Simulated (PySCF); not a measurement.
C3F2NO (charge -1).
Structure used (GFN2-xTB), in Å, numbered top down from 1:
```xyz
7
C3F2NO angstrom
N      2.2539   -0.1442   -1.0105
C      1.2542    0.1346   -0.4953
C      0.0686    0.4842    0.1135
F     -0.1528    1.8537    0.2881
C     -0.9125   -0.3719    0.5643
O     -1.9820   -0.2174    1.1068
F     -0.5261   -1.7341    0.3055
```

The closed-shell ground state was solved at several levels (PySCF, density fitting, gas phase, non-relativistic). No diffuse functions stand in pcJ-1 and pcSseg-1, which bears on an anion's orbital energies.

```csv
level,basis functions,total energy (Eh),HOMO (eV),LUMO (eV),gap (eV)
B3LYP/pcJ-1,189,-444.0237,-1.11,4.52,5.63
PBE0/pcSseg-1,119,-443.5166,-1.32,4.73,6.05
PBE0/def2-SVPD,149,-443.2506,-1.62,4.23,5.85
```

(1) What might CAM-B3LYP/def2-SVPD (149 basis functions) give for the same quantities?

(2) Over all these levels, which gives the widest orbital gap and which the narrowest?

## Answers

(1) Total energy -443.5678 Eh, HOMO -2.93 eV, LUMO 5.11 eV, gap 8.04 eV.

(2) CAM-B3LYP/def2-SVPD (range-separated hybrid) has the widest, 8.04 eV, and B3LYP/pcJ-1 (global hybrid, 20 % exact exchange) the narrowest, 5.63 eV. Functional and basis both differ between the two, so the spread mixes both effects.
